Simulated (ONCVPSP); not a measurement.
## aluminium, ONCV: configuration errors across variants

ONCVPSP 4.0.1 input, shortened (lines: element, Z, core and valence counts, functional; n l f; lmax; l rc ep ncon nbas qcut; lloc lpopt rc5 dvloc0; l nproj debl; icmod fcfact rcfact), PBEsol, scalar-relativistic:

```
  Al 13.00    3    2  -116133      upf
    1    0    2.00
    2    0    2.00
    2    1    6.00
    3    0    2.00
    3    1    1.00
    1
    0    1.70    0.00    3    6    3.90
    1    1.75    0.00    4    9    5.20
    4    5    1.25    1.00
    0    1    2.00
    1    2    2.40
    3    4.00    1.55
```

All-electron excitation energies from the reference (eV): (1) 3s2 3p0 5.736; (2) 3s1 3p0 24.907; (3) 3s2 3p0.5 2.074; (4) 3s1 3p2 5.119.

A true bound ghost makes a file unfit for plane-wave use even where its test errors are small: the radial tests pick states by their node count and pass the ghost by.

Errors AE − PS in meV (a dash: test not solved or not reliable):

| change | (1) | (2) | (3) | (4) | bound ghosts | GHOST(+) flags above zero |
| --- | --- | --- | --- | --- | --- | --- |
| base | +3.9 | -39 | +0.8 | -6.6 | none | s |
| p: qcut 3.2 | +3.9 | -39 | +0.8 | -6.8 | none | s |
| p: qcut 4.2 | +3.9 | -39 | +0.8 | -6.8 | none | s |
| p: qcut 4.7 | +3.9 | -39 | +0.8 | -6.7 | none | s |
| p: qcut 5.7 | +3.8 | -39 | +0.8 | -6.4 | none | s |
| p: qcut 6.1 | +3.8 | -40 | +0.8 | -6.2 | none | s |
| p: qcut 6.7 | +3.7 | -41 | +0.6 | -7.7 | p | s |
| p: qcut 7.1 | +3.7 | -41 | +0.7 | -6.9 | p | s |
| p: qcut 7.9 | +3.7 | -41 | +0.7 | -6.2 | p | s |

Task: Give the same row for: p: qcut 3.8.

Result: +3.9, -39, +0.8, -6.8; bound ghosts: none; GHOST(+) flags above zero: s.
